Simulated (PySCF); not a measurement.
## Optical rotation: `C#C[C@@H]1[C](=C)[GeH2][C@@]1(F)Cl`, C$_{6}$H$_{6}$ClFGe

Cartesian coordinates in Å; atom numbers follow the order of the lines, from 1:
```xyz
15

C     2.499   -1.180   -0.277
C     1.393   -0.804   -0.535
C     0.043   -0.342   -0.787
C    -0.171    0.976   -0.057
C     0.116    2.187   -0.490
Ge   -1.024    0.121    1.502
C    -0.969   -1.208   -0.010
F    -0.615   -2.514    0.123
Cl   -2.551   -1.154   -0.827
H     3.475   -1.514   -0.086
H    -0.140   -0.303   -1.865
H     0.556    2.356   -1.462
H    -0.074    3.062    0.110
H    -2.405    0.511    1.954
H    -0.137   -0.185    2.684
```

Level of theory: PySCF, TDDFT BHandHLYP/def2-SVPD circular dichroism and optical rotation, one conformer, gas phase. Geometry: GFN2-xTB.

The calculation is non-relativistic, which matters for the atoms heavier than Zn.

Stereocentres: C3 R, C7 S.

What is the specific rotation at 633, 589.3, 546, 436, 405, 365, 355 nm?

[α] in deg dm⁻¹ (g/mL)⁻¹:
```tsv
λ (nm)	origin-invariant length gauge	modified velocity gauge	length gauge (centre of mass)	isotropic polarisability (au)
633	+32.3	+23.5	+30.6	111.7
589.3	+39.5	+29.2	+37.5	112.2
546	+49.4	+37.2	+47.0	112.9
436	+103.3	+82.5	+99.4	115.6
405	+136.2	+111.0	+131.5	116.9
365	+208.9	+175.7	+202.8	119.1
355	+236.3	+200.5	+229.9	119.9
```

And for the mirror image at 589.3 nm?

-39.5 deg dm⁻¹ (g/mL)⁻¹ (origin-invariant length gauge): the same size and the opposite sign.

What is the molar rotation [Φ] = [α]·M/100 of the geometry above at 589.3 nm?

With M = 205.19 g/mol, +81.0 deg cm² dmol⁻¹ (origin-invariant length gauge).

The first excitation lies at 5.98 eV (207 nm) with R = +49.6 × 10⁻⁴⁰ esu² cm² (velocity form).
